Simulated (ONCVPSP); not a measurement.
**Scattering properties, ONCV potential for Ni (Z = 28)**

```json
{
  "Element": "nickel",
  "Generator": "ONCVPSP 4.0.1",
  "Type": "optimised norm-conserving Vanderbilt (ONCV)",
  "Functional": "PBEsol",
  "Relativity": "scalar-relativistic",
  "Frozen core": "[Ar]",
  "Valence charge": "10",
  "Reference configuration": "3d8 4s2",
  "Partial waves": "4s: rc 2.40 bohr, ncon 3, nbas 7, qcut 2.8 1/bohr, 2 projectors, debl 2.5 Ha; p scattering state at 0.13 Ha: rc 2.20 bohr, ncon 3, nbas 7, qcut 3.1 1/bohr, 2 projectors, debl 3.3 Ha; 3d: rc 0.95 bohr, ncon 4, nbas 8, qcut 19.5 1/bohr, 2 projectors, debl 1 Ha",
  "Local potential": "polynomial inside 0.90 bohr (lpopt 5, dvloc0 0 Ha)",
  "Core correction": "polynomial model core, fcfact 0.55"
}
```

In the p channel the program set the typed energies aside and used 0.050, 3.350 Ha.

The phase is arctan(r·R′/R) of the radial function R(r), unwrapped; energies in Ha, scanned from -2 to 5 Ha. A pole is an energy at which the radial function vanishes at the test radius. The pseudo phase is shifted by a multiple of π to meet the all-electron one at the reference energy, and phase errors are pseudo minus all-electron; the curves can meet again beyond the range given. Levels narrower than the energy grid can be missing from the lists of poles. n/a: not evaluated, since a narrow level or a reset projector energy made the automatic matching unsafe.

For each channel, where are the poles, and over which energies does the pseudopotential scatter like the atom?

```tsv
channel	radius (bohr)	reference energy (Ha)	poles, all-electron	poles, pseudo	unbroken range about the reference energy with phases within 0.05 rad	phase error 1 Ha above the reference energy (rad)
s	2.43	-0.21	0.82	0.82, 4.65	n/a	n/a
p	2.23	0.05	1.84	1.80	n/a	n/a
d	0.97	-0.33	2.36	2.36	the whole range	-0.000
```

Note: ghosts flagged at negative energy: s at -47.4 eV; GHOST(+) flagged for p at 83.6 eV. A true bound ghost makes a file unfit for plane-wave use.

Phases in the p channel:

```csv
E (Ha),all-electron,pseudo
-1.98,1.274,1.260
-1.62,1.222,1.212
-1.26,1.148,1.139
-0.90,1.023,1.016
-0.54,0.772,0.766
-0.18,0.171,0.169
0.18,-0.701,-0.701
0.54,-1.152,-1.155
0.90,-1.350,-1.355
1.26,-1.460,-1.465
1.62,-1.533,-1.540
1.98,-1.592,-1.599
2.34,-1.647,-1.656
2.70,-1.709,-1.720
3.06,-1.792,-1.974
3.42,-1.937,-5.078
3.78,-2.299,-5.411
4.14,-3.374,-6.370
4.50,-4.154,-7.220
4.86,-4.399,-7.503
```
